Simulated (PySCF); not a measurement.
hydrogen selenide (H2Se), SMILES [SeH2].

Coordinates come from a ωB97X-D3(BJ)/def2-TZVPD optimisation.

Method: TDDFT-PBE0/def2-TZVPD (PySCF 2.14.0).

Vertical excitations. Gas-phase values at a fixed geometry. State labels are in the subgroup C2v.

| state | symmetry | energy (eV) | λ (nm) | f | main pairs |
|---|---|---|---|---|---|
| S1 | A2 | 5.38 | 231 | 0.000 | HOMO→LUMO+1 100 % |
| S2 | B1 | 5.62 | 221 | 0.056 | HOMO→LUMO 100 % |
| S3 | A2 | 7.01 | 177 | 0.000 | HOMO→LUMO+2 100 % |
| S4 | B1 | 7.13 | 174 | 0.002 | HOMO→LUMO+3 99 % |
| S5 | A1 | 7.42 | 167 | 0.001 | HOMO→LUMO+4 99 % |
| S6 | B1 | 7.99 | 155 | 0.143 | HOMO→LUMO+5 78 %, HOMO→LUMO+6 21 % |
| S7 | B1 | 8.42 | 147 | 0.212 | HOMO→LUMO+6 78 %, HOMO→LUMO+5 20 % |
| S8 | B2 | 8.46 | 147 | 0.018 | HOMO→LUMO+7 66 %, HOMO−1→LUMO+1 33 % |
| S9 | A1 | 8.58 | 145 | 0.036 | HOMO−1→LUMO 78 %, HOMO→LUMO+8 21 % |
| S10 | A1 | 8.85 | 140 | 0.275 | HOMO→LUMO+8 75 %, HOMO−1→LUMO 19 % |
| T1 | A2 | 4.86 | 255 | 0 | HOMO→LUMO+1 98 % |
| T2 | B1 | 5.18 | 239 | 0 | HOMO→LUMO 96 % |
| T3 | A2 | 6.97 | 178 | 0 | HOMO→LUMO+2 99 % |
| T4 | B1 | 7.04 | 176 | 0 | HOMO→LUMO+3 73 %, HOMO→LUMO+5 24 % |
Triplets are in the Tamm–Dancoff approximation, which puts them higher than full response would, so one can lie above its singlet here.
